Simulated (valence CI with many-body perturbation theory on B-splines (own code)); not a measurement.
The numbers below are computed, except where a source is named.
# Pm3+: what each term of the Hamiltonian does

Level of theory: valence CI with perturbative core correlation (CI+MBPT): four valence electrons over a frozen Dirac-Fock core [Xe], a basis of 8 s, 8 p, 9 d, 9 f, 6 g, 3 h, 2 i functions for each j, with the one-electron correlation potential Σ1, the two-electron term Σ2, the three-electron term Σ3, Breit, model QED; the open f shell's mean field enters the energy denominators; selected CI, second order for the rest, scaled by the run's own slope (own B-spline code, finite nucleus).

With an open or low-lying f shell, different configurations can be misplaced against each other by up to about 5,000 cm⁻¹. No measured spectrum was set against this ion. As an estimate, terms of the open shell hold to a few per cent of their energy, and close levels can change places. Core correlation moves these levels by up to 11000 cm⁻¹, and in measured spectra 5 to 20 % of such shifts remained as error; rates that hang on mixing are uncertain with them. Among the levels kept, up to 330 cm⁻¹ of a level comes from second order outside the variational space, and about a tenth of that is noise between levels of different J, which matters for small intervals. Only levels of the ground parity were solved; by the run's estimate the other parity begins above the list, which can be wrong where configurations are misplaced.

Each rung adds one term. CI alone is the Dirac-Coulomb CI over the frozen core; QED comes last and gives the full result, which names the levels. Energies are above 4f4 5I_4 on the same rung, in cm⁻¹. A blank means that the level has no clear partner on that rung.

Names give the largest LS component (configuration and term), which can be under half, so a name can repeat, a term be missing and a line seem to break the LS rules; names also repeat where a configuration has a term twice.

| Level | CI alone |
| --- | --- |
| 4f4 5I_5 | 1153 |
| 4f4 5I_6 | 2417 |
| 4f4 5I_7 | 3764 |
| 4f4 5I_8 | 5164 |
| 4f4 5F_1 | 10141 |
| 4f4 5F_2 | 10518 |
| 4f4 5F_3 | 11199 |
| 4f4 5S_2 | 12081 |
| 4f4 5F_5 | 12975 |
| 4f4 3K_6 | 13422 |
| 4f4 3K_7 | 14670 |
| 4f4 3K_8 | 16093 |

Question: What do these energies become with core correlation, Breit and QED?

Answer: 4f4 5I_5 1561 (+408); 4f4 5I_6 3249 (+832); 4f4 5I_7 5013 (+1249); 4f4 5I_8 6820 (+1656); 4f4 5F_1 12618 (+2478); 4f4 5F_2 13064 (+2546); 4f4 5F_3 13952 (+2753); 4f4 5S_2 14288 (+2206); 4f4 5F_5 16319 (+3343); 4f4 3K_6 16729 (+3307); 4f4 3K_7 18062 (+3392); 4f4 3K_8 19702 (+3609).

Question: How does the ionisation energy move along the ladder, and which term matters most?

Answer: CI alone 26.839, + Σ1 30.105, + Σ2 41.132, + Σ3 41.159, + Breit 41.258, + QED 41.275 eV. The largest step is Σ2, 11.027 eV. NIST lists 41.17 ± 0.09 eV (semi-empirical).
